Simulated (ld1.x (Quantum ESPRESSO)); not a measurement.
# Cutoff test, bromine, ultrasoft

```json
{"Element": "Br (Z = 35)", "Generator": "ld1.x (Quantum ESPRESSO) 7.5", "Type": "ultrasoft", "Functional": "PBE", "Relativity": "fully relativistic", "Frozen core": "[Ar] 3d10", "Valence charge": "7", "Reference configuration": "4s2 4p5", "Partial waves": "4s (bound): rcut 1.20, rcutus 1.50 bohr; 4s channel at -0.2 Ry: rcut 1.20, rcutus 1.50 bohr; 4p (bound): rcut 1.30, rcutus 1.70 bohr; 4p channel at -0.1 Ry: rcut 1.30, rcutus 1.70 bohr; 4d channel at 0.1 Ry: rcut 1.30, rcutus 1.80 bohr; 4d channel at 2.45 Ry: rcut 1.30, rcutus 1.80 bohr", "Local potential": "all-electron potential smoothed inside 1.15 bohr (lloc = -1)", "Core correction": "a·sin(br)/r model core inside 1.50 bohr", "Augmentation charge": "built from norm-conserving waves at rcut, not smoothed further"}
```

Open shells are filled in proportion to 2j + 1 (rel_dist='average').

The pseudo-atom Hamiltonian at the reference potential is diagonalised in spherical Bessel functions j_l(qr) that vanish at 20 bohr, with q² up to the cutoff. All-electron valence levels (Ry): 4s -1.4794, 4p1/2 -0.6023, 4p3/2 -0.5658.

Problem. How do the lowest levels (Ry) of each channel move with the cutoff, and are there ghosts?

Solution.

```json
{"cutoff (Ry)": "8", "s #1": "-1.4583", "p1/2 #1": "-0.5766", "p1/2 #2": "0.0311", "p3/2 #1": "-0.5470", "p3/2 #2": "0.0319", "d3/2 #1": "0.0706", "d3/2 #2": "0.1530", "d5/2 #1": "0.0707", "d5/2 #2": "0.1531", "f #1": "0.1178", "f #2": "0.2501", "Σ f·Δε (mRy)": "147.9"}
{"cutoff (Ry)": "10", "s #1": "-1.4647", "p1/2 #1": "-0.5914", "p1/2 #2": "0.0307", "p3/2 #1": "-0.5585", "p3/2 #2": "0.0315", "d3/2 #1": "0.0706", "d3/2 #2": "0.1527", "d5/2 #1": "0.0706", "d5/2 #2": "0.1529", "f #1": "0.1178", "f #2": "0.2501", "Σ f·Δε (mRy)": "72.2"}
{"cutoff (Ry)": "15", "s #1": "-1.4755", "p1/2 #1": "-0.6008", "p1/2 #2": "0.0304", "p3/2 #1": "-0.5649", "p3/2 #2": "0.0313", "d3/2 #1": "0.0706", "d3/2 #2": "0.1525", "d5/2 #1": "0.0706", "d5/2 #2": "0.1527", "f #1": "0.1178", "f #2": "0.2501", "Σ f·Δε (mRy)": "13.2"}
{"cutoff (Ry)": "18", "s #1": "-1.4785", "p1/2 #1": "-0.6015", "p1/2 #2": "0.0304", "p3/2 #1": "-0.5653", "p3/2 #2": "0.0313", "d3/2 #1": "0.0706", "d3/2 #2": "0.1525", "d5/2 #1": "0.0706", "d5/2 #2": "0.1526", "f #1": "0.1178", "f #2": "0.2501", "Σ f·Δε (mRy)": "5.0"}
{"cutoff (Ry)": "25", "s #1": "-1.4790", "p1/2 #1": "-0.6021", "p1/2 #2": "0.0304", "p3/2 #1": "-0.5657", "p3/2 #2": "0.0313", "d3/2 #1": "0.0706", "d3/2 #2": "0.1525", "d5/2 #1": "0.0706", "d5/2 #2": "0.1526", "f #1": "0.1178", "f #2": "0.2501", "Σ f·Δε (mRy)": "1.9"}
{"cutoff (Ry)": "30", "s #1": "-1.4790", "p1/2 #1": "-0.6022", "p1/2 #2": "0.0304", "p3/2 #1": "-0.5658", "p3/2 #2": "0.0313", "d3/2 #1": "0.0706", "d3/2 #2": "0.1525", "d5/2 #1": "0.0706", "d5/2 #2": "0.1526", "f #1": "0.1178", "f #2": "0.2501", "Σ f·Δε (mRy)": "1.2"}
{"cutoff (Ry)": "40", "s #1": "-1.4793", "p1/2 #1": "-0.6023", "p1/2 #2": "0.0304", "p3/2 #1": "-0.5658", "p3/2 #2": "0.0313", "d3/2 #1": "0.0706", "d3/2 #2": "0.1525", "d5/2 #1": "0.0706", "d5/2 #2": "0.1526", "f #1": "0.1178", "f #2": "0.2501", "Σ f·Δε (mRy)": "0.4"}
{"cutoff (Ry)": "45", "s #1": "-1.4793", "p1/2 #1": "-0.6023", "p1/2 #2": "0.0304", "p3/2 #1": "-0.5658", "p3/2 #2": "0.0313", "d3/2 #1": "0.0706", "d3/2 #2": "0.1525", "d5/2 #1": "0.0706", "d5/2 #2": "0.1526", "f #1": "0.1178", "f #2": "0.2501", "Σ f·Δε (mRy)": "0.4"}
{"cutoff (Ry)": "400", "s #1": "-1.4794", "p1/2 #1": "-0.6023", "p1/2 #2": "0.0304", "p3/2 #1": "-0.5659", "p3/2 #2": "0.0313", "d3/2 #1": "0.0706", "d3/2 #2": "0.1525", "d5/2 #1": "0.0706", "d5/2 #2": "0.1526", "f #1": "0.1178", "f #2": "0.2501", "Σ f·Δε (mRy)": "0.0"}
```

Result: no extra level below or beside the all-electron valence levels (s, p1/2, p3/2, d3/2, d5/2, f tested); 10 mRy is reached at 18 Ry and 1 mRy at 35 Ry.
